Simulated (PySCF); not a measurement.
## Correlation energy of Co⁺ (cobalt, charge +1)

[Ar] 3d7 4p1, one real determinant (an excited configuration). All numbers are calculated (PySCF 2.14, scalar relativity by spin-free X2C-1e, in ANO-RCC-VTZP (6s5p3d2f1g, 59 functions)). Frozen: [Ar]; 8 electrons correlated.

```tsv
level	correlation energy (mhartree)
CCSD	-189.99
(T)	-4.90
CCSD(T)	-194.89
```

Diagnostics: T1 = 0.0099, D1 = 0.0292, largest double amplitude 0.038.

The real determinant used has ⟨L²⟩ near 14 against 20 for a pure G term, so it mixes terms.

Cost of the coupled-cluster step: of the order of 7 core-seconds, for 8 correlated electrons.

The basis was made for the ground configuration and has no added diffuse functions, which can raise the energy of the promoted electron.

The reference is one real determinant that mixes LS terms of this configuration.
